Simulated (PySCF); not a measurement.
Compound: C5H10N3 (charge +1).
Numbering: `[CH3:1][c:2]1[n:3][n:4]([CH3:5])[cH:6][c:7]1[NH3+:8]` (hydrogens: H9, H10, H11 on C1; H12, H13, H14 on C5; H15 on C6; H16, H17, H18 on N8)

The same species was optimised twice, with GFN2-xTB and with PBE0-D3(BJ)/def2-SVP (PySCF), and the same property calculations (PySCF, gas phase) were run on both structures.

```
  coordinate  GFN2-xTB  PBE0-D3(BJ)/def2-SVP  change
   N4–C5 (Å)     1.436                 1.448  +0.012
   C7–N8 (Å)     1.464                 1.452  -0.012
   N3–N4 (Å)     1.322                 1.329  +0.007
   C2–N3 (Å)     1.317                 1.324  +0.007
   C1–C2 (Å)     1.483                 1.489  +0.006
   N4–C6 (Å)     1.338                 1.343  +0.005
   C2–C7 (Å)     1.410                 1.413  +0.003
   C6–C7 (Å)     1.387                 1.386  -0.001
C1–C2–C7 (°)     128.1                 129.4    +1.3
N4–C6–C7 (°)     105.7                 104.5    -1.2
C6–C7–N8 (°)     128.3                 127.2    -1.1
C1–C2–N3 (°)     123.5                 122.4    -1.1
N3–N4–C6 (°)     112.1                 113.2    +1.1
C2–C7–C6 (°)     105.8                 106.9    +1.1
C2–N3–N4 (°)     108.0                 107.2    -0.8
N3–N4–C5 (°)     120.1                 119.4    -0.7
```

Rotational constants: A = 3582, B = 1714, C = 1184 MHz (GFN2-xTB) against A = 3514, B = 1721, C = 1180 MHz (PBE0-D3(BJ)/def2-SVP). Atoms that the bonding makes alike are paired by their places after alignment.

On the GFN2-xTB structure: HOMO (eV) -11.39 [PBE0/pcSseg-1]; LUMO (eV) -4.71 [PBE0/pcSseg-1]; GIAO shielding of C1 (ppm) 176.4 [PBE0/pcSseg-1]; GIAO shielding of C2 (ppm) 41.5 [PBE0/pcSseg-1]; GIAO shielding of N3 (ppm) -84.8 [PBE0/pcSseg-1]; GIAO shielding of N4 (ppm) 30.7 [PBE0/pcSseg-1]; GIAO shielding of C5 (ppm) 145.6 [PBE0/pcSseg-1]; GIAO shielding of C6 (ppm) 56.4 [PBE0/pcSseg-1]; GIAO shielding of C7 (ppm) 76.5 [PBE0/pcSseg-1]; GIAO shielding of N8 (ppm) 212.9 [PBE0/pcSseg-1].

**Question.** What do these properties become on the PBE0-D3(BJ)/def2-SVP structure?

**Answer.** 
```json
{"property": "HOMO (eV)", "level": "PBE0/pcSseg-1", "on GFN2-xTB": "-11.39", "on PBE0-D3(BJ)/def2-SVP": "-11.38", "change": "+0.01"}
{"property": "LUMO (eV)", "level": "PBE0/pcSseg-1", "on GFN2-xTB": "-4.71", "on PBE0-D3(BJ)/def2-SVP": "-4.70", "change": "+0.01"}
{"property": "energy, GFN2-xTB geometry as zero (kcal/mol)", "level": "PBE0/pcSseg-1", "on GFN2-xTB": "0.0", "on PBE0-D3(BJ)/def2-SVP": "-1.0", "change": "-1.0"}
{"property": "GIAO shielding of C1 (ppm)", "level": "PBE0/pcSseg-1", "on GFN2-xTB": "176.4", "on PBE0-D3(BJ)/def2-SVP": "173.7", "change": "-2.7"}
{"property": "GIAO shielding of C2 (ppm)", "level": "PBE0/pcSseg-1", "on GFN2-xTB": "41.5", "on PBE0-D3(BJ)/def2-SVP": "39.3", "change": "-2.2"}
{"property": "GIAO shielding of N3 (ppm)", "level": "PBE0/pcSseg-1", "on GFN2-xTB": "-84.8", "on PBE0-D3(BJ)/def2-SVP": "-90.8", "change": "-6.0"}
{"property": "GIAO shielding of N4 (ppm)", "level": "PBE0/pcSseg-1", "on GFN2-xTB": "30.7", "on PBE0-D3(BJ)/def2-SVP": "25.6", "change": "-5.1"}
{"property": "GIAO shielding of C5 (ppm)", "level": "PBE0/pcSseg-1", "on GFN2-xTB": "145.6", "on PBE0-D3(BJ)/def2-SVP": "142.7", "change": "-2.9"}
{"property": "GIAO shielding of C6 (ppm)", "level": "PBE0/pcSseg-1", "on GFN2-xTB": "56.4", "on PBE0-D3(BJ)/def2-SVP": "55.1", "change": "-1.3"}
{"property": "GIAO shielding of C7 (ppm)", "level": "PBE0/pcSseg-1", "on GFN2-xTB": "76.5", "on PBE0-D3(BJ)/def2-SVP": "79.0", "change": "+2.5"}
{"property": "GIAO shielding of N8 (ppm)", "level": "PBE0/pcSseg-1", "on GFN2-xTB": "212.9", "on PBE0-D3(BJ)/def2-SVP": "213.4", "change": "+0.5"}
```

The heavy atoms differ by 0.014 Å rms after alignment. Among bonds between heavy atoms N4–C5 and C7–N8 change most and about equally (-0.012 to +0.012 Å). Changes are differences of the printed values. Neither structure is proved a minimum here. Isolated species at its PBE0-D3(BJ)/def2-SVP geometry, gas phase.
